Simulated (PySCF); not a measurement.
## Löwdin shares of the frontier orbitals

MoO2(OSiMe3)2, C₆H₁₈MoO₄Si₂ (singlet state).
Geometry (PBE0-D3(BJ)/def2-SVP, Å), atoms numbered from 1 in this order:
```xyz
31
C6H18MoO4Si2 angstrom
Mo     1.0906    0.2476    0.2106
O      1.6788   -0.1098    1.7432
O      2.3757    0.8518   -0.6872
O     -0.2449    1.5129    0.3456
Si    -0.9777    2.7578    1.2458
C     -2.4045    1.9817    2.1706
C     -1.5590    4.0355    0.0146
C      0.3241    3.4293    2.4053
H     -2.9514    2.7347    2.7600
H     -2.0428    1.2052    2.8626
H     -3.1155    1.5131    1.4727
H     -2.2701    3.5950   -0.7013
H     -2.0630    4.8718    0.5248
H     -0.7106    4.4441   -0.5557
H      0.6892    2.6391    3.0799
H      1.1865    3.8178    1.8408
H     -0.0754    4.2496    3.0225
O      0.4435   -1.2861   -0.5825
Si     0.7164   -2.7709   -1.3668
C      0.9442   -2.3915   -3.1820
C     -0.8016   -3.8117   -1.0506
C      2.2538   -3.5124   -0.6068
H      1.1282   -3.3110   -3.7604
H      1.8017   -1.7172   -3.3325
H      0.0485   -1.9022   -3.5957
H     -1.7029   -3.3210   -1.4491
H     -0.7097   -4.7998   -1.5290
H     -0.9470   -3.9684    0.0294
H      3.1283   -2.8679   -0.7890
H      2.1352   -3.6212    0.4827
H      2.4700   -4.5066   -1.0289
```

Computed, not measured: TDDFT CAM-B3LYP/def2-SVPD, vertical, gas phase, core orbitals frozen in the response, def2 core potentials past Kr in PySCF 2.14.0, density-fitted response routines. Spin–orbit coupling is left out.

Frontier orbitals with the atoms that hold most of them (Löwdin shares over 4%, at most four atoms; ? is withheld):

```
orbital  ε (eV)                              atoms
 HOMO-3  -10.07   C22 14%, C8 14%, Si19 9%, C21 9%
 HOMO-2   -9.89      C7 14%, O4 12%, C8 9%, Si5 9%
 HOMO-1   -9.85  C22 12%, O18 12%, C20 10%, C6 10%
   HOMO   -9.85   C20 12%, O18 11%, C6 11%, O4 11%
   LUMO       ?                                  ?
 LUMO+1   -0.38    Mo1 58%, O2 16%, O3 14%, O18 5%
 LUMO+2    0.60     Mo1 54%, O3 12%, O2 10%, O4 7%
```

Task: Which atoms hold the LUMO, and with what shares?

Result: Mo1 (bonded to 4 O) 58%; O4 (bonded to Mo and Si) 10%; O18 (bonded to Mo and Si) 10%; O2 (bonded to Mo) 9%. By element: molybdenum 58%, oxygen 28% or more.

Task: What is the LUMO energy, and the HOMO–LUMO gap?

Result: ε(LUMO) = -0.69 eV; the gap is 9.15 eV (0.3363 hartree).

Task: The HOMO–LUMO gap is 9.15 eV. Where does the response calculation put the lowest singlet, and from which orbitals?

Result: S1 is at 5.09 eV (f = 0.0017), 4.06 eV below the gap, made of HOMO-4→LUMO+1 (72%), HOMO-2→LUMO+1 (14%), HOMO-1→LUMO+1 (9%). 

Next come S2 at 5.25 eV (f 0.0062), HOMO-4→LUMO (67%), HOMO-2→LUMO (14%), HOMO-1→LUMO (9%); S3 at 5.55 eV (f 0.0002), HOMO→LUMO (59%), HOMO-7→LUMO (23%); S4 at 5.86 eV (f 0.013), HOMO-5→LUMO (32%), HOMO-1→LUMO (20%), HOMO-4→LUMO (11%); S5 at 5.89 eV (f 0.0030), HOMO-6→LUMO (27%), HOMO-3→LUMO (22%), HOMO→LUMO+1 (15%).
